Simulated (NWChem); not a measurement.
System: BGeH5; SMILES [BH2][GeH3]

Program: NWChem. The geometry was optimised at PBE0/def2-SVP.

Diagonal of the polarisability tensor at B3LYP/def2-SVPD, static: 47.48, 59.67, 44.71 bohr³.

**Question.** Find the mean polarisability volume, the molar refraction, and the refractive index that an ideal gas of it would have at 273.15 K and 1 atm.

**Answer.** 
1. Mean: one third of the trace = 50.62 bohr³ × 0.14818 Å³/bohr³ = 7.50 Å³.
2. Molar refraction (Lorentz-Lorenz): (4π/3) N_A α = 18.9 cm³/mol.
3. Number density p/kT = 2.687 × 10⁻⁵ Å⁻³; n − 1 = 2π N α = 12.66 × 10⁻⁴.
4. These hold the electronic response alone: vibrational and orientational terms add to the static dielectric constant.
